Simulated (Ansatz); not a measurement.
Reactions of CH₇BO₂Si, SMILES `C[SiH2]B(O)O`.

Gas-phase electronic energies from Ansatz, PBE0-D4/def2-TZVP geometries. CCSD(T)/CBS is the MP2 limit (def2-TZVPP, def2-QZVPP) plus CCSD(T) − MP2 in def2-TZVPP, frozen cores. This one scheme is used for every species. DFT in def2-TZVPP. def2 core potentials past Kr. For In, Se outer-core shells are correlated without core-valence functions, which leaves a few kJ/mol of doubt a bond. Scalar relativity is left out up to krypton. One conformer a species, not always the lowest.

```json
{"reaction": "`C[SiH2]B(O)O` + H₂O → `OB(O)O` + `C[SiH3]`", "ωB97X-V (eV)": "-1.62"}
{"reaction": "`C[SiH2]B(O)O` + `[F][In]([F])[SiH3]` → `OB(O)[SiH2]F` + `[CH3][In]([F])[SiH3]`", "ωB97X-V (eV)": "-0.47"}
{"reaction": "`C[SiH2]B(O)O` + CH₃OH → `COB(O)O` + `C[SiH3]`", "ωB97X-V (eV)": "-1.63"}
{"reaction": "`C[SiH2]B(O)O` + `[SiH3]N[SiH3]` → `C[SiH2]N[SiH3]` + `OB(O)[SiH3]`", "ωB97X-V (eV)": "-0.03"}
{"reaction": "`C[SiH2]B(O)O` + `CN[SiH3]` → `C[SiH2]N(C)[SiH3]` + `OBO`", "ωB97X-V (eV)": "-0.92"}
{"reaction": "`C[SiH2]B(O)O` + `FC(F)(F)S` → `OB(O)SC(F)(F)F` + `C[SiH3]`", "ωB97X-V (eV)": "-0.94"}
{"reaction": "`C[SiH2]B(O)O` + `CSC(O)=S` → `COC(=S)SC` + `OB(O)[SiH3]`", "ωB97X-V (eV)": "0.87"}
{"reaction": "`C[SiH2]B(O)O` + `CBCC` → `CB[SiH2]C` + `CCB(O)O`", "ωB97X-V (eV)": "-0.07"}
{"reaction": "`C[SiH2]B(O)O` + `[F][AlH][SeH]` → `C[Se][AlH][F]` + `OB(O)[SiH3]`", "ωB97X-V (eV)": "0.58"}
{"reaction": "`C[SiH2]B(O)O` + `C[O][Al]([F])[Cl]` → `COB(O)O` + `C[SiH2][Al]([F])[Cl]`", "ωB97X-V (eV)": "-0.39"}
```

Question: Give the CCSD(T)/CBS values in the same order. (Estimate.)

Answer: The calculation gave: -1.58, -0.53, -1.64, -0.04, -0.98, -0.93, 0.91, -0.08, 0.57, -0.37 eV.

Largest T1 diagnostic: 0.016, for `[F][In]([F])[SiH3]`.
